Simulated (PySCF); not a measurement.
**Electron correlation in Se (selenium, neutral)**

[Ar] 3d10 4s2 4p4, high-spin 3P determinant. Computed with PySCF 2.14 in x2c-TZVPPall (6s5p4d1f, 48 functions), with the spin-free X2C one-electron Hamiltonian (Gaussian nucleus). Frozen: [Ar] 3d10; 6 electrons correlated.

| level | correlation energy (mhartree) |
| --- | --- |
| CCSD | -118.55 |
| (T) | -3.58 |
| CCSD(T) | -122.13 |
| CCSDT | -122.72 |

Diagnostics: T1 = 0.0080, D1 = 0.0247, largest double amplitude 0.049.

Problem. Is a single reference adequate?

Solution. Yes, within this model without spin-orbit coupling: T1 lies below 0.03 and no double amplitude reaches 0.07.
